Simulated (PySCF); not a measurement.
Species: CH3BFN.
Geometry (PBE0-D3(BJ)/def2-SVP, Å), atoms numbered from 1 in this order:
```
atom  x, y, z in Å
C1     1.254    0.296   -1.006
N2     0.407    0.102   -0.258
B3    -0.755   -0.196    0.822
F4    -1.872    0.478    0.376
H5     2.054    0.477   -1.710
H6    -0.244    0.240    1.849
H7    -0.818   -1.421    0.775
```

Theory: PySCF, PBE0-D3(BJ)/def2-SVP geometry optimisation, gas phase.

Take the most abundant isotopes and a rigid rotor. 

Question: What are A, B and C (MHz)?

Answer: Ia = 15.67, Ib = 113.52, Ic = 124.91 u·Å²; 505379 MHz·u·Å²/I gives A = 32255, B = 4452, C = 4046 MHz.

Question: Classify the top.

Answer: A near-prolate asymmetric top; Ray's κ = -0.971.

Question: What does the inertial defect say?

Answer: Not planar: Δ = Ic − Ia − Ib = -4.28 u·Å². For a rigid frame Δ = −2 Σ m c², so Σ m c² = 2.14 u·Å² lies off the ab plane, practically all of it from hydrogen. The atom farthest from that plane is 1.03 Å away.

Question: Give the other two planar moments, Paa and Pbb, and the rms extents of the mass along the axes.

Answer: Paa = Σ m a² = (Ib + Ic − Ia)/2 = 111.38 and Pbb = Σ m b² = (Ia + Ic − Ib)/2 = 13.53 u·Å². With the mass M = 59.03 u, the rms extents √(P/M) along a, b and c are 1.37, 0.48, 0.19 Å.

Question: Which types of transition are allowed, and where do some lines up to J = 5 fall?

Answer: The dipole components are |μa| = 6.50 D, |μb| = 1.25 D, |μc| = 0.00 D; the mirror of this Cs structure is the ab plane, so μc vanishes by symmetry and there are no c-type lines. The squared components, which scale the intensities, stand as 1.00 : 0.04 (a : b). Some lines, for components of 0.1 D or more:

```csv
type,branch,"J(Ka,Kc)",MHz,lower level (cm⁻¹)
a,R,"1(0,1) ← 0(0,0)",8498,0.000
a,R,"2(0,2) ← 1(0,1)",16991,0.283
a,R,"3(0,3) ← 2(0,2)",25476,0.850
a,R,"3(2,2) ← 2(2,1)",25494,4.587
b,Q,"4(1,3) ← 4(0,4)",30091,2.832
a,R,"4(2,3) ← 3(2,2)",33988,5.437
a,R,"5(0,5) ← 4(0,4)",42401,2.832
a,R,"5(4,2) ← 4(4,1)",42499,17.782
a,R,"5(3,2) ← 4(3,1)",42505,11.243
a,R,"5(2,3) ← 4(2,2)",42568,6.573
b,R,"2(1,2) ← 1(0,1)",44393,0.283
b,R,"3(1,3) ← 2(0,2)",52283,0.850
b,Q,"2(2,0) ← 2(1,1)",83413,1.805
b,Q,"2(2,1) ← 2(1,2)",84627,1.764
b,Q,"4(2,3) ← 4(1,4)",86056,3.701
b,R,"2(2,0) ← 1(1,1)",101221,1.211
b,R,"5(2,3) ← 4(1,4)",128690,3.701
b,Q,"5(3,2) ← 5(2,3)",139916,7.993
b,R,"3(3,0) ← 2(2,1)",165527,4.587
b,Q,"4(4,1) ← 4(3,2)",196034,11.243
b,R,"4(4,1) ← 3(3,0)",230034,10.108
b,R,"5(4,1) ← 4(3,2)",238533,11.243
b,Q,"5(5,1) ← 5(4,2)",252045,19.199
```

Question: Estimate the classical rotational partition function at 50 K, 200 K and 298.15 K.

Answer: Point group Cs, symmetry number σ = 1; q = (√π/σ)·√((kT/h)³/(ABC)), k/h = 20836.6 MHz/K: 2470 at 50 K, 19800 at 200 K, 36000 at 298.15 K.

Whether it is a minimum is left open (no frequencies). These are rigid-rotor constants of the computed structure; measured ground-state constants (B0) also hold zero-point vibration. Quadrupole hyperfine structure (11B, 14N) is left out.

Time: 17 s wall; peak memory 0.31 GiB. Hardware: Arm Neoverse V1, one thread, no GPU, shared host with 32 logical CPUs at a one-minute load of 28. These figures are those of the optimisation.
